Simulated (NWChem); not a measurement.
System: NH2SeF; SMILES F[Se]N

Here is an NWChem input.

```
start job
memory heap 200 mb stack 900 mb global 1100 mb
geometry units angstroms noautoz
  Se     0.377387     0.016423     0.000000
  F     -0.539606    -1.522035     0.000000
  N     -0.887701     1.249342     0.000000
  H     -1.427414     1.380968     0.850310
  H     -1.427414     1.380968    -0.850310
end
basis spherical
  * library 6-31g*
end
dft
  xc xpbe96 cpbe96
  iterations 150
end
tddft
  cis
  nroots 8
  notriplet
end
task tddft energy
```

Geometry: optimised at PBE0/def2-SVP.

Vertical excitations in the gas phase.

Question: What results follow from this input? (PBE/6-31G* (spherical d), TDA.) Quantities: lowest excitation, singlet (eV); oscillator strength of that lowest state; lowest state with f > 0.02, singlet (eV); oscillator strength of that bright state; orbital gap (eV).

Answer: lowest excitation, singlet (eV): 3.82
oscillator strength of that lowest state: 0.000
lowest state with f > 0.02, singlet (eV): 6.35
oscillator strength of that bright state: 0.043
orbital gap (eV): 3.37
